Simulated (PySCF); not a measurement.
Input for PySCF: R-B3LYP/6-31G* on CH2F2 (SMILES FCF) with ghost functions, monomers drawn apart or pushed together.

```python
from pyscf import gto, scf, dft, mp
from pyscf.data.elements import chemcore

mol = gto.M(
    atom='''
    F     0.66588098   -0.73259455    4.07141479
    C     0.26943646    0.41222901    3.45245356
    F    -0.98285329    0.19864575    2.92760322
    H     0.94720929    0.62929170    2.62835797
    H     0.19174563    1.20641399    4.19543115
    ghost-O    0.24599637    0.28892396   -0.05210332
    ghost-H    0.38210262   -0.47114322   -0.62652152
    ghost-H   -0.54111725    0.08411645    0.46665587
    ''',
    basis='6-31g*',
    cart=True,
    charge=0, spin=0, verbose=3, max_memory=1800)
mf = dft.RKS(mol, xc='b3lyp')
mf.conv_tol = 1e-8
mf.max_cycle = 100
mf.kernel()
if not mf.converged:
    mf = mf.newton().run(mf.mo_coeff, mf.mo_occ)
```

Question: Give the final energy of this run.

Answer: -238.9747 hartree.
